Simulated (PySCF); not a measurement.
Vertical excitations of a molecule F₂H₄OSi₂ from TDDFT-CAM-B3LYP/def2-SVPD in PySCF, as energy in eV (oscillator strength): 8.05 (0.034), 8.09 (0.049), 8.39 (0.237), 8.63 (0.032), 8.90 (0.001), 9.12 (0.072), 9.23 (0.010), 9.26 (0.023), 9.39 (0.040), 9.44 (0.073). Lowest triplet (TDA): 6.92 eV. Geometry optimised at B3LYP-D3(BJ)/def2-SVP. One conformer was computed; it need not be the lowest.

### Question
Which molecule gave these data?
(A) F[SiH2]O[SiH2]F
(B) O[Si@@H](F)[SiH2]F
(C) F[SiH](F)O[SiH3]
(D) O[Si](F)(F)[SiH3]

### Answer
D, O[Si](F)(F)[SiH3]
